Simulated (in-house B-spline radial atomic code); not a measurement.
Whole-atom quantities along the 38-electron series, configuration 1s2 2s2 2p6 3s2 3p6 3d10 4s2 4p6 4d3/2(2). Breit and QED terms are first order and not part of the total energy; the density at the nucleus is averaged over the nuclear charge. Computed with a B-spline radial code for spherical atoms: Dirac-Hartree-Fock, jj configuration that fills j = l - 1/2 first, finite nuclei.

```tsv
ion	Z	E/Z² (Eh)	Σ<r²> (bohr²)	n(0)/Z³ (bohr⁻³)	Lamb diamagnetic shielding (ppm)	repulsion over attraction	Breit energy (eV)	self-energy (eV)	vacuum polarisation (eV)
Zr2+	40	-2.2478	30.286	1.136	3844.09	0.15566	55.484	41.521	-4.5271
Nb3+	41	-2.2705	25.222	1.163	3973.17	0.1535	60.396	45.261	-5.0167
Mo4+	42	-2.2926	21.74	1.1902	4102.46	0.15126	65.604	49.239	-5.547
Tc5+	43	-2.3142	19.106	1.221	4232.13	0.14898	71.12	53.466	-6.121
Ru6+	44	-2.3352	17.015	1.2509	4362.25	0.14669	76.952	57.952	-6.7407
Rh7+	45	-2.3558	15.301	1.2839	4492.9	0.1444	83.111	62.707	-7.4096
Pd8+	46	-2.3758	13.867	1.3175	4624.12	0.14213	89.605	67.742	-8.1303
Ag9+	47	-2.3954	12.647	1.3534	4755.97	0.13988	96.446	73.068	-8.9062
Cd10+	48	-2.4145	11.596	1.3889	4888.46	0.13766	103.64	78.697	-9.7402
In11+	49	-2.4332	10.682	1.4282	5021.66	0.13548	111.21	84.641	-10.636
Sn12+	50	-2.4516	9.8787	1.468	5155.59	0.13333	119.15	90.913	-11.598
Sb13+	51	-2.4695	9.1683	1.5099	5290.29	0.13122	127.47	97.524	-12.629
Te14+	52	-2.487	8.5359	1.5517	5425.79	0.12915	136.2	104.49	-13.733
I15+	53	-2.5043	7.9697	1.5984	5562.13	0.12712	145.33	111.82	-14.916
Xe16+	54	-2.5211	7.4602	1.6455	5699.35	0.12514	154.89	119.53	-16.181
Cs17+	55	-2.5377	6.9997	1.6959	5837.47	0.12319	164.87	127.64	-17.533
Ba18+	56	-2.554	6.5818	1.7475	5976.54	0.12128	175.3	136.17	-18.978
La19+	57	-2.57	6.2011	1.8025	6116.6	0.11942	186.18	145.11	-20.52
Ce20+	58	-2.5858	5.8531	1.8598	6257.67	0.11759	197.53	154.51	-22.166
Pr21+	59	-2.6013	5.5341	1.9204	6399.81	0.11581	209.36	164.36	-23.922
Nd22+	60	-2.6166	5.2407	1.9833	6543.04	0.11406	221.67	174.7	-25.793
Pm23+	61	-2.6316	4.9702	2.0464	6687.4	0.11234	234.49	185.53	-27.786
Sm24+	62	-2.6465	4.7203	2.1053	6832.92	0.11067	247.82	196.88	-29.904
Eu25+	63	-2.6612	4.4887	2.1758	6979.69	0.10903	261.67	208.77	-32.164
Gd26+	64	-2.6757	4.2737	2.2479	7127.73	0.10742	276.07	221.21	-34.568
Tb27+	65	-2.69	4.0737	2.3403	7277.15	0.10585	291.03	234.24	-37.136
```

Q: With what power of Z does the column «self-energy (eV)» change over this range?

A: A fit of the logarithm of its size against log Z from Z = 40 to 65 has slope 3.56. One-loop self-energy scales as Z⁴F(Zα), with F falling from low Z to about Z = 90.
